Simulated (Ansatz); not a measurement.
`O=C=[N][GaH][Cl]`. The species carries charge 0 and has multiplicity 1. The structure was optimised at the PBE0-D4/def2-TZVP level. It is one conformer, not always the lowest.

```xyz
6

O    -2.175    1.287    1.195
C    -1.145    1.018    0.728
N    -0.057    0.812    0.257
Ga    0.962   -0.495   -0.507
Cl    0.010   -2.393   -0.697
H     2.404   -0.229   -0.976
```

Q: What is the dipole moment at B3LYP/def2-TZVPP? (Estimate.)

A: Ansatz gave: 2.51 D, with components (2.35, 0.05, -0.87) D in this frame, pointing from negative to positive charge.

Q: And with PBE, r2SCAN, ωB97M-V? (Best estimate.)

A: Ansatz gave: PBE 2.32 D, r2SCAN 2.42 D, ωB97M-V 2.53 D.

Q: Give the Mulliken charges with B3LYP, r2SCAN, ωB97M-V in def2-TZVPP. (Best estimate.)

A: Computed: 
| atom | B3LYP | r2SCAN | ωB97M-V |
| --- | --- | --- | --- |
| O1 | -0.20 | -0.22 | -0.23 |
| C2 | 0.25 | 0.32 | 0.33 |
| N3 | -0.27 | -0.33 | -0.34 |
| Ga4 | 0.48 | 0.51 | 0.46 |
| Cl5 | -0.25 | -0.26 | -0.24 |
| H6 | -0.01 | -0.01 | 0.02 |

B3LYP here is the variant with VWN-RPA as its local correlation; programs differ in this.
